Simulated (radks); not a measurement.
Values are calculated unless marked as measured or tabulated.
Task: The mean radii <r> (bohr) of the occupied orbitals of an atom or ion are listed with their occupations. Code: a radial shooting solver on a logarithmic mesh with Libxc functionals. Model: non-relativistic Kohn-Sham, PBE, spin-polarised, spherical densities, point nucleus.

| orbital | occ. | <r> |
|---|---|---|
| 1s up | 1 | 0.02134 |
| 1s down | 1 | 0.02134 |
| 2s up | 1 | 0.09036 |
| 2s down | 1 | 0.09036 |
| 2p up | 3 | 0.07649 |
| 2p down | 3 | 0.07649 |
| 3s up | 1 | 0.2305 |
| 3s down | 1 | 0.2305 |
| 3p up | 3 | 0.2205 |
| 3p down | 3 | 0.2204 |
| 3d up | 5 | 0.1939 |
| 3d down | 5 | 0.1939 |
| 4s up | 1 | 0.5153 |
| 4s down | 1 | 0.5154 |
| 4p up | 3 | 0.5239 |
| 4p down | 3 | 0.5240 |
| 4d up | 5 | 0.5444 |
| 4d down | 5 | 0.5445 |
| 5s up | 1 | 1.187 |
| 4f up | 7 | 0.6287 |
| 5p up | 3 | 1.283 |
| 4f down | 5 | 0.6301 |
| 5p down | 3 | 1.291 |

Name the element and its charge. Open shells, if any, are filled with parallel spins first.

Result: Z = 71, lutetium, charge +6: Lu6+ in [Kr] 4d10 4f12 5s1 5p6. The 1s radius gives Z: for a bare nucleus <r> = 1.5/Z, 0.02113 bohr for Z = 71, and screening makes it slightly larger (0.02134 here). The occupations add up to 65, and the charge is Z minus that.
